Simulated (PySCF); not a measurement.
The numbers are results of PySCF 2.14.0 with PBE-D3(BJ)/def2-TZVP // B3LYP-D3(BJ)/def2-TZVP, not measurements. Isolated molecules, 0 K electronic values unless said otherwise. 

Reference species (SMILES): `FB` (neutral, multiplicity 1).

- HOMO–LUMO gap = 5.53 eV
- HOMO = -7.76 eV

Changed species: `B` (0 of 3 H replaced by F; the reference has 1 of 3 H replaced by F).

Predict the effect on the HOMO–LUMO gap and HOMO.

the HOMO–LUMO gap falls by 0.09 eV, to 5.44 eV; the HOMO falls by 0.72 eV, to -8.48 eV.
